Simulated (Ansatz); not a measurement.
CH2F, SMILES [CH2]F, multiplicity 2.

Coordinates come from a PBE0-D3(BJ)/def2-TZVPD optimisation. The isomer is the one that the SMILES or the coordinates give; other isomers of the formula were not compared.

Two levels are set side by side: PBE/def2-TZVPD (Ansatz, a program for electronic structure) and ωB97X-V/def2-TZVPD (Ansatz). Energy differences of separate SCF runs at the same geometry; the states with an electron removed or added have multiplicity 1 and 1. Differences are taken from unrounded values.

```tsv
quantity	ωB97X-V	PBE	PBE minus ωB97X-V
vertical ionisation energy (eV)	9.42	9.44	0.02
```

On these quantities the two levels nearly agree.
